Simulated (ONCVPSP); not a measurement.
# What one change does to a pseudopotential (Tc (Z = 43), ONCV)

ONCVPSP 4.0.1 input, shortened (lines: element, Z, core and valence counts, functional; n l f; lmax; l rc ep ncon nbas qcut; lloc lpopt rc5 dvloc0; l nproj debl; icmod fcfact rcfact), PBEsol, scalar-relativistic:

```
  Tc 43.00    6    4  -116133      upf
    1    0    2.00
    2    0    2.00
    2    1    6.00
    3    0    2.00
    3    1    6.00
    3    2   10.00
    4    0    2.00
    4    1    6.00
    4    2    5.00
    5    0    2.00
    2
    0    1.50    0.00    5    8    7.80
    1    1.60    0.00    3    8    8.00
    2    2.10    0.00    4    8    6.90
    4    5    1.15    1.00
    0    2    2.80
    1    1    4.00
    2    1    3.60
    3    2.50    1.55
```

Change: fully relativistic.

Cutoffs: the cutoffs (Ha) at which the residual kinetic energy of the hardest occupied pseudo-wave falls to 1 and 0.1 mHa per electron; they do not see the model core or the augmentation charge, which bear on the density cutoff. Errors are all-electron minus pseudo energies relative to the spin-unpolarised reference configuration.

Predict the effect on cutoff, ghosts and configuration errors.

The potential gets neither clearly harder nor softer (27 Ha and 41 Ha → 27 Ha and 41 Ha); of the 4 tests that both files solve, the error grows in 0 and shrinks in 3 by more than 15 % and 0.3 meV (median size 3.1 → 1.6 meV); neither file shows a bound ghost.

```csv
quantity,base,changed
"cutoff, loose",27 Ha,27 Ha
"cutoff, tight",41 Ha,41 Ha
loose cutoff by channel,"s 27 Ha, p 13 Ha, d 18 Ha","s 27 Ha, p 14 Ha, d 18 Ha"
bound ghosts,none,none
GHOST(+) flags under 300 eV,s at 269.3 eV,s at 269.1 eV
"error for 4s2 4p6 4d5 5s1, meV [ΔE 8.20 eV]",-1.1,+0.3
"error for 4s2 4p6 4d5 5s0, meV [ΔE 23.04 eV]",-3.2,+0.6
"error for 4s2 4p6 4d4 5s0, meV [ΔE 51.73 eV]",-3.1,+2.6
"error for 4s2 4p6 4d5 5s1 5p1, meV [ΔE 3.80 eV]",+59,+60
s: phases at 1.53 bohr within 0.05 rad from the reference energy up to (Ha; the scan ends near 5),to the end of the scan,to the end of the scan
"rms error of d²Exc/dni dnj with the model core, mHa",0.63,3.95
```
